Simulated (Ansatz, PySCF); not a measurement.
Energy landscape of H2Be, singlet: symmetric bend, bond length relaxed. Scanned: H-Be-H angle. Other coordinates (Be-H bond length) were minimised at B3LYP/def2-TZVP.

RKS-PBE/def2-SVP = restricted PBE/def2-SVP (Ansatz, a quantum-chemistry and plane-wave program); CCSD/def2-SVP = CCSD on RHF/def2-SVP, frozen core (Ansatz); RKS-B3LYP/3-21G = restricted B3LYP/3-21G run with PySCF.

Energies in kJ/mol, each method relative to its own lowest point.

```json
[
 {"a / °": "180", "RKS-PBE/def2-SVP": "0.0", "CCSD/def2-SVP": "0.0", "RKS-B3LYP/3-21G": "0.0"},
 {"a / °": "168.36", "RKS-PBE/def2-SVP": "3.0", "CCSD/def2-SVP": "3.0", "RKS-B3LYP/3-21G": "3.1"},
 {"a / °": "157.85", "RKS-PBE/def2-SVP": "10.8", "CCSD/def2-SVP": "10.7", "RKS-B3LYP/3-21G": "11.0"},
 {"a / °": "148.90", "RKS-PBE/def2-SVP": "21.2", "CCSD/def2-SVP": "21.3", "RKS-B3LYP/3-21G": "21.6"},
 {"a / °": "139.51", "RKS-PBE/def2-SVP": "35.6", "CCSD/def2-SVP": "36.3", "RKS-B3LYP/3-21G": "36.5"},
 {"a / °": "130.12", "RKS-PBE/def2-SVP": "53.9", "CCSD/def2-SVP": "55.7", "RKS-B3LYP/3-21G": "55.5"},
 {"a / °": "121.95", "RKS-PBE/def2-SVP": "73.1", "CCSD/def2-SVP": "76.4", "RKS-B3LYP/3-21G": "75.5"},
 {"a / °": "108.07", "RKS-PBE/def2-SVP": "113.4", "CCSD/def2-SVP": "120.3", "RKS-B3LYP/3-21G": "117.8"},
 {"a / °": "101.58", "RKS-PBE/def2-SVP": "136.0", "CCSD/def2-SVP": "145.0", "RKS-B3LYP/3-21G": "141.6"},
 {"a / °": "87.95", "RKS-PBE/def2-SVP": "191.9", "CCSD/def2-SVP": "206.1", "RKS-B3LYP/3-21G": "201.4"},
 {"a / °": "81.46", "RKS-PBE/def2-SVP": "223.1", "CCSD/def2-SVP": "240.0", "RKS-B3LYP/3-21G": "235.3"},
 {"a / °": "71.08", "RKS-PBE/def2-SVP": "279.2", "CCSD/def2-SVP": "301.4", "RKS-B3LYP/3-21G": "297.7"},
 {"a / °": "60", "RKS-PBE/def2-SVP": "346.7", "CCSD/def2-SVP": "376.8", "RKS-B3LYP/3-21G": "374.7"}
]
```
